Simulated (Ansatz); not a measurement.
Cartesian coordinates in Å:
```
C 2.0234 -2.5417 1.6756
Si 0.5590 -1.3698 1.7993
C 0.8407 -0.1666 3.2040
C -1.0016 -2.3531 2.1113
N 0.3231 -0.4507 0.3578
C 1.0188 -0.5019 -0.7008
N 0.7518 0.2673 -1.7896
Si -0.5851 1.4222 -1.8612
C -0.4360 2.1599 -3.5751
C -0.3705 2.7403 -0.5615
C -2.2137 0.5369 -1.6696
H 1.8939 -3.2680 0.8682
H 2.9592 -2.0035 1.4997
H 2.1403 -3.1049 2.6060
H 0.9380 -0.6861 4.1614
H 0.0050 0.5336 3.2829
H 1.7509 0.4169 3.0422
H -1.1830 -3.0655 1.3022
H -1.8677 -1.6891 2.1717
H -0.9396 -2.9141 3.0480
H 1.8900 -1.1649 -0.8321
H 1.3709 0.1421 -2.5738
H 0.5234 2.6659 -3.7138
H -0.5362 1.3971 -4.3522
H -1.2235 2.9003 -3.7395
H -0.3819 2.2895 0.4322
H -1.1781 3.4757 -0.6196
H 0.5777 3.2685 -0.6891
H -3.0475 1.2412 -1.7415
H -2.3435 -0.2212 -2.4461
H -2.2581 0.0440 -0.6970
```

Charge 0, multiplicity 1.

(1) List the PBE/def2-TZVPP orbital energies in eV (Ansatz). (Estimate.)

## Answers

(1) Ansatz gave: Occupied: -1779.29, -1778.76, -380.52, -379.03, -270.59, -268.35, -268.09, -268.09, -268.04, -267.93, -267.93, -136.97, -136.45, -93.75, -93.68, -93.67, -93.20, -93.17, -93.17, -23.18, -20.61, -17.57, -17.28, -16.70, -16.54, -16.44, -16.37, -14.46, -13.34, -11.66, -11.23, -10.14, -10.02, -10.01, -9.78, -9.75, -9.61, -9.56, -9.43, -9.25, -9.23, -9.09, -8.92, -8.86, -8.81, -8.44, -7.30, -7.19, -6.97, -6.91, -5.57, -5.31. Lowest empty: -0.60, 0.07, 0.46, 0.55, 1.27, 1.33, 1.42, 1.63.
